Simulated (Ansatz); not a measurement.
CH6BrNOSi (SMILES C[Si](N)(O)Br), singlet, at a GFN2-xTB geometry; PBE/6-31G** (Ansatz, a first-principles code).

Ansatz was given this input:
Ansatz 0.2 input:
```yaml
crystal:
  periodic: [false, false, false]
  atoms:
    - {symbol: C, position_ang: [0.50103307, -1.56798852, -1.58429722]}
    - {symbol: Si, position_ang: [-0.49152407, -0.28974085, -0.61620329]}
    - {symbol: N, position_ang: [-1.80113744, -1.03071761, 0.19473464]}
    - {symbol: O, position_ang: [-0.97843905, 0.97247317, -1.51898312]}
    - {symbol: Br, position_ang: [0.78015329, 0.54145184, 1.01772187]}
    - {symbol: H, position_ang: [0.76076844, -2.41675017, -0.96061132]}
    - {symbol: H, position_ang: [-0.06792314, -1.93828597, -2.43136865]}
    - {symbol: H, position_ang: [1.42679695, -1.14645794, -1.96687095]}
    - {symbol: H, position_ang: [-2.32781316, -0.50213773, 0.87077093]}
    - {symbol: H, position_ang: [-2.40384927, -1.65794906, -0.30806125]}
    - {symbol: H, position_ang: [-0.38273174, 1.61030712, -1.90277233]}
basis:
  gaussian:
    orbitals: 6-31G__.json
hamiltonian:
  xc: pbe
```
The basis file holds 6-31G** in the JSON format of the Basis Set Exchange.

Task: Predict the main parts of the log of this Ansatz run.

Result: 
```
Functional definition: PBE
1370 factors; their error is unknown
mean field evaluation 1: about -82555.0264 eV, gradient 9.1e1 eV
mean field evaluation 2: about -82517.7219 eV, gradient 1.5e2 eV
mean field evaluation 4: about -82570.7839 eV, gradient 1.1e1 eV
mean field evaluation 8: about -82571.0610 eV, gradient 2.8e-1 eV
mean field evaluation 16: about -82570.9877 eV, gradient 2.1e-4 eV
mean field -82570.98770782 eV, -3034.4278296369 hartree, gradient 4.2e-5 eV, S^2 0.000000; 0 other end points of the search recorded, 0 dependent functions left out
reference -82570.98773999 eV, -3034.4278308190 hartree; 38, 38 occupied and 91, 91 virtual orbitals, 1370 factors
Total energy: -82570.98773999 eV, -3034.4278308190 hartree
```
